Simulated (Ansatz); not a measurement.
One change: `C=C[Si](N)(O)O` becomes `N[SiH2]O[Si](N)(O)O`.

Ansatz, PBE0-D4/def2-TZVP geometries, multiplicity 1. Each molecule was computed in one conformer, which needn't be the lowest.

| property | `C=C[Si](N)(O)O` |
| --- | --- |
| size of the dipole moment (ωB97M-V/def2-TZVPP) / D | 1.96 |
| size of the dipole moment (B3LYP/def2-TZVPP) / D | 1.94 |
| HOMO energy (B3LYP/def2-TZVPP) / eV | -7.34 |
| LUMO energy (PBE/def2-TZVPP) / eV | -1.39 |
| LUMO energy (PBE0/def2-TZVPP) / eV | -0.37 |
| HOMO energy (ωB97M-V/def2-TZVPP) / eV | -10.01 |

Question: What does the change do to each property? (Best estimate.)

Answer: Ansatz gave: 
```json
{"property": "size of the dipole moment (ωB97M-V/def2-TZVPP) / D", "`N[SiH2]O[Si](N)(O)O`": "2.39", "shift": "0.43"}
{"property": "size of the dipole moment (B3LYP/def2-TZVPP) / D", "`N[SiH2]O[Si](N)(O)O`": "2.42", "shift": "0.48"}
{"property": "HOMO energy (B3LYP/def2-TZVPP) / eV", "`N[SiH2]O[Si](N)(O)O`": "-7.42", "shift": "-0.08"}
{"property": "LUMO energy (PBE/def2-TZVPP) / eV", "`N[SiH2]O[Si](N)(O)O`": "-0.39", "shift": "1.00"}
{"property": "LUMO energy (PBE0/def2-TZVPP) / eV", "`N[SiH2]O[Si](N)(O)O`": "0.44", "shift": "0.81"}
{"property": "HOMO energy (ωB97M-V/def2-TZVPP) / eV", "`N[SiH2]O[Si](N)(O)O`": "-10.14", "shift": "-0.13"}
```

With PBE0 the HOMO falls by 0.09 eV and the LUMO rises by 0.81 eV, so the gap widens by about 0.90 eV. PBE moves the HOMO by -0.08 eV and ωB97M-V by -0.13 eV. Dipoles are sizes alone; their direction can turn.

B3LYP here is the variant with VWN-RPA as its local correlation; programs differ in this.
